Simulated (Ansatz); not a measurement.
One change: `NB1NCO1` becomes `FB1NCO1`.

Ansatz, PBE0-D4/def2-TZVP geometries, multiplicity 1. Each molecule was computed in one conformer, which needn't be the lowest.

```csv
property,`NB1NCO1`
HOMO–LUMO gap (B3LYP/def2-TZVPP) / eV,7.31
LUMO energy (PBE/def2-TZVPP) / eV,0.18
HOMO energy (ωB97M-V/def2-TZVPP) / eV,-9.29
LUMO energy (B3LYP/def2-TZVPP) / eV,0.60
HOMO energy (PBE0/def2-TZVPP) / eV,-6.94
HOMO–LUMO gap (PBE0/def2-TZVPP) / eV,7.90
```

Problem. Give the same properties after the change, and the shifts. (Estimate.)

Solution. Ansatz gave: 
```tsv
property	`FB1NCO1`	shift
HOMO–LUMO gap (B3LYP/def2-TZVPP) / eV	8.25	0.94
LUMO energy (PBE/def2-TZVPP) / eV	0.14	-0.04
HOMO energy (ωB97M-V/def2-TZVPP) / eV	-10.32	-1.03
LUMO energy (B3LYP/def2-TZVPP) / eV	0.54	-0.06
HOMO energy (PBE0/def2-TZVPP) / eV	-7.95	-1.01
HOMO–LUMO gap (PBE0/def2-TZVPP) / eV	8.86	0.96
```

With PBE0 the HOMO falls by 1.01 eV and the LUMO falls by 0.05 eV, so the gap widens by about 0.96 eV. PBE moves the HOMO by -0.94 eV and ωB97M-V by -1.03 eV. The zero-point energy changes by -62.9 kJ/mol with -6 modes.

B3LYP here is the variant with VWN-RPA as its local correlation; programs differ in this.
